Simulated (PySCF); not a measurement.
Molfile (atoms numbered from 1):
```
C3H14OSi3
     RDKit          3D

 21 20  0  0  0  0  0  0  0  0999 V2000
    2.9320   -0.4631   -0.4702 C   0  0  0  0  0  0  0  0  0  0  0  0
    1.5162   -0.7644   -0.0477 C   0  0  0  0  0  0  0  0  0  0  0  0
    0.7289    0.3703   -0.3061 O   0  0  0  0  0  0  0  0  0  0  0  0
   -0.6570    0.2906    0.0389 C   0  0  0  0  0  0  0  0  0  0  0  0
   -1.3077    1.9907   -0.5294 Si  0  0  0  0  0  4  0  0  0  0  0  0
   -0.9591    0.1319    1.9213 Si  0  0  0  0  0  4  0  0  0  0  0  0
   -1.6000   -1.0635   -0.9308 Si  0  0  0  0  0  4  0  0  0  0  0  0
    3.5859   -1.3272   -0.2805 H   0  0  0  0  0  0  0  0  0  0  0  0
    3.3229    0.4009    0.0870 H   0  0  0  0  0  0  0  0  0  0  0  0
    2.9683   -0.2239   -1.5430 H   0  0  0  0  0  0  0  0  0  0  0  0
    1.4784   -1.0284    1.0287 H   0  0  0  0  0  0  0  0  0  0  0  0
    1.1264   -1.6435   -0.6012 H   0  0  0  0  0  0  0  0  0  0  0  0
   -1.0908    2.1350   -1.9997 H   0  0  0  0  0  0  0  0  0  0  0  0
   -0.5663    3.0679    0.1908 H   0  0  0  0  0  0  0  0  0  0  0  0
   -2.7672    2.1099   -0.2313 H   0  0  0  0  0  0  0  0  0  0  0  0
   -0.6423   -1.2327    2.4468 H   0  0  0  0  0  0  0  0  0  0  0  0
   -2.4061    0.3991    2.1838 H   0  0  0  0  0  0  0  0  0  0  0  0
   -0.1195    1.1313    2.6489 H   0  0  0  0  0  0  0  0  0  0  0  0
   -1.2176   -0.9991   -2.3741 H   0  0  0  0  0  0  0  0  0  0  0  0
   -1.3178   -2.4416   -0.4206 H   0  0  0  0  0  0  0  0  0  0  0  0
   -3.0659   -0.8117   -0.7837 H   0  0  0  0  0  0  0  0  0  0  0  0
  1  2  1  0
  2  3  1  0
  3  4  1  0
  4  5  1  0
  4  6  1  0
  4  7  1  0
  1  8  1  0
  1  9  1  0
  1 10  1  0
  2 11  1  0
  2 12  1  0
  5 13  1  0
  5 14  1  0
  5 15  1  0
  6 16  1  0
  6 17  1  0
  6 18  1  0
  7 19  1  0
  7 20  1  0
  7 21  1  0
M  END
```

[PySCF 2.14.0 with density-fitted response routines: geometry: PBE0-D3(BJ)/def2-SVP; GIAO PBE0/pcSseg-1 shieldings; non-relativistic; single conformer; no solvent; equivalent nuclei averaged]

Chemical shifts δ = σref − σ; TMS for 13C and 1H and 29Si; 17O vs H2O, all at this level.

| atoms | nucleus | count | δ (ppm) |
| --- | --- | --- | --- |
| H8/H9/H10 | 1H | 3 | ? |
| C1 | 13C | 1 | 17.7 |
| H13/H14/H15/H16/H17/H18/H19/H20/H21 | 1H | 9 | ? |
| O3 | 17O | 1 | 32.1 |
| C4 | 13C | 1 | 48.6 |
| Si5/Si6/Si7 | 29Si | 3 | -64.0 |
| C2 | 13C | 1 | 68.4 |
| H11/H12 | 1H | 2 | 3.37 |

**Question.** Fill in the missing shifts.

**Answer.** 
- H13/H14/H15/H16/H17/H18/H19/H20/H21: 4.14 ppm, hydrogen on a silicon bonded to C
- H8/H9/H10: 1.23 ppm, hydrogen on a methyl carbon

Shifts are as computed. Against solution values, carbons near 30 ppm lie about +2 ppm off and those near 130 ppm about +5 ppm. Of 1211 compounds with measured shifts, 218 miss one by over three times the rms of a fit or turn the order of signals round; such compounds aren't used in these exercises. Experimental scales use liquid or dissolved standards, which lie at an offset from isolated H2O (liquid H2O: subtract about 36 ppm).
